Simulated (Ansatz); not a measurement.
Ligand exchange: Sc(CH3)(NH2)2 + C4H9NO → Sc(NH2)3 + C5H10O

Species: Sc(CH3)(NH2)2, singlet; C4H9NO (butyramide) `CCCC(N)=O`, singlet; Sc(NH2)3, singlet; C5H10O (2-pentanone) `CCCC(C)=O`, singlet. The partners trade CH3 for NH2: Sc–CH3 and C–NH2 bonds give way to Sc–NH2 and C–CH3.

Shapes, held fixed at every level: PBE0-D4/def2-TZVP. Flexible molecules stand in one conformer, not always the lowest. Programs: Ansatz 0.2.0. Electronic energies: no zero-point or thermal term.

Question: Estimate ΔE of this reaction.

Answer: The highest level, CCSD(T)/def2-TZVPP, gives ΔE = -74.9 kJ/mol; the levels span -75.7 to -64.9. The column of differences is taken from that level and isn't an error. No measured value is set beside it here. Outer-core shells of Sc are correlated, in sets that cover them unevenly.

```tsv
level	kind	ΔE (kJ/mol)	less CCSD(T)/def2-TZVPP
HF/def2-TZVPP	Hartree–Fock	-64.9	+10.0
B3LYP-D4/def2-TZVPP	global hybrid	-67.5	+7.4
wB97M-V/def2-TZVPP	range-separated hybrid	-66.1	+8.8
wB97X-V/def2-TZVPP	range-separated hybrid	-66.0	+8.9
B2PLYP/def2-TZVPP	double hybrid	-68.8	+6.1
MP2/def2-TZVPP	perturbation theory	-75.7	-0.8
CCSD/def2-TZVPP	coupled cluster or CI	-74.3	+0.6
CCSD(T)/def2-TZVPP	coupled cluster or CI	-74.9	0.0
```
